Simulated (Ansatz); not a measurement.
Ansatz (an electronic-structure program) input for H₂Sb, SMILES [SbH2+] (connectivity only; charge and spin as stated), charge +1, multiplicity 1, B3LYP-D3(BJ)/def2-TZVPD. 

Ansatz 0.2 input:
```yaml
crystal:
  periodic: [false, false, false]
  atoms:
    - {symbol: Sb, position_ang: [-0.00000000, -0.00000001, -0.04580107]}
    - {symbol: H, position_ang: [0.00000000, 1.20604621, 1.16792695]}
    - {symbol: H, position_ang: [0.00000000, -1.20604576, 1.16792740]}
basis:
  gaussian:
    orbitals: def2-TZVPD
hamiltonian:
  xc: b3lyp
  dispersion: d3bj
total_charge: 1
relax: {f_tol: 0.002, max_steps: 200}
```

Output:

```
WARN ansatz: RAYON_NUM_THREADS=1 ignored (pool sized by the plan → 1); use --threads N
Functional definition: B3LYP
integrals: 0.01 GiB planned
585 factors; their error is unknown
mean field: 0.16 GiB planned
mean field evaluation 1: about -6562.0764 eV, gradient 1.6e1 eV
mean field evaluation 2: about -6562.4344 eV, gradient 1.3e1 eV
mean field evaluation 4: about -6562.8236 eV, gradient 4.8e-1 eV
mean field evaluation 8: about -6562.9588 eV, gradient 5.4e-3 eV
mean field -6562.95883415 eV, -241.1842886216 hartree, gradient 1.3e-5 eV, S^2 0.000000; 0 other end points of the search recorded, 0 dependent functions left out
the calculation of the forces begins
reference -6562.95902836 eV, -241.1842957587 hartree; 12, 12 occupied and 62, 62 virtual orbitals, 585 factors
relax step   1: F+E_penalty+E_count = -6563.01264047 eV  Δ(F+E_penalty+E_count) = +0.000e0 eV  max|allowed force component| = 4.839e-2 eV/Å  Δτ_max = 0.0000 Å  (27 SCF iters, accepted)
these checks for a lower state are left out or cut short: starts, cluster_reference, orbital_swaps, neighbouring_geometries, increment
integrals: 0.01 GiB planned
585 factors; their error is unknown
mean field: 0.16 GiB planned
mean field evaluation 16: about -6562.8237 eV, gradient 8.0e-4 eV
mean field -6562.95826592 eV, -241.1842677397 hartree, gradient 1.0e-5 eV, S^2 0.000000; 0 other end points of the search recorded, 0 dependent functions left out
the calculation of the forces begins
reference -6562.95846052 eV, -241.1842748909 hartree; 12, 12 occupied and 62, 62 virtual orbitals, 585 factors
relax step   2: F+E_penalty+E_count = -6563.01200912 eV  Δ(F+E_penalty+E_count) = +6.313e-4 eV  max|allowed force component| = 5.861e-2 eV/Å  Δτ_max = 0.0231 Å  (31 SCF iters, rejected (line search))
these checks for a lower state are left out or cut short: starts, cluster_reference, orbital_swaps, neighbouring_geometries, increment
integrals: 0.01 GiB planned
585 factors; their error is unknown
mean field: 0.16 GiB planned
mean field -6562.95919292 eV, -241.1843018064 hartree, gradient 1.0e-5 eV, S^2 0.000000; 0 other end points of the search recorded, 0 dependent functions left out
the calculation of the forces begins
reference -6562.95938731 eV, -241.1843089498 hartree; 12, 12 occupied and 62, 62 virtual orbitals, 585 factors
relax step   3: F+E_penalty+E_count = -6563.01297731 eV  Δ(F+E_penalty+E_count) = -3.368e-4 eV  max|allowed force component| = 1.333e-3 eV/Å  Δτ_max = 0.0083 Å  (31 SCF iters, accepted)
integrals: 0.01 GiB planned
585 factors; their error is unknown
mean field: 0.16 GiB planned
mean field evaluation 32: about -6562.8245 eV, gradient 1.9e-4 eV
mean field -6562.95919292 eV, -241.1843018064 hartree, gradient 1.0e-5 eV, S^2 0.000000; 1 other end points of the search recorded, 0 dependent functions left out
the calculation of the forces begins
reference -6562.95938731 eV, -241.1843089498 hartree; 12, 12 occupied and 62, 62 virtual orbitals, 585 factors
Total energy: -6563.01317169 eV, -241.1862854894 hartree
Atom 0 at    -0.000000    -0.000000    -0.043088 Å, force     0.000000    -0.000000    -0.001333 eV/Å
Atom 1 at     0.000000     1.214248     1.166571 Å, force    -0.000000     0.000394     0.000667 eV/Å
Atom 2 at     0.000000    -1.214247     1.166571 Å, force    -0.000000    -0.000394     0.000667 eV/Å
Dipole moment:    -0.000000     0.000000     0.059950 e Å
```

Self-consistency was reached.

Cost: around 2.4 core-seconds (rough).
